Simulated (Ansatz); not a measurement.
Species: C2H4O, SMILES `C[C]O` (C–C–O–H torsion 180°) (charge 0, multiplicity 1).

Give a relaxed geometry from Ansatz (a first-principles code) with B3LYP-D3(BJ)/def2-TZVP.

One answer among several that fit: the end point of this relaxation, one of several conformers (outside a Z-matrix the atoms follow the SMILES, hydrogens last).
Z-matrix (Å, degrees):
```
C
H 1 1.0948
H 1 1.0948 2 104.98
H 1 1.0957 2 110.47 3 -119.09
C 1 1.4894 2 107.47 3 114.19
O 5 1.3176 1 107.96 2 123.80
H 6 0.9680 5 108.34 1 179.99
```
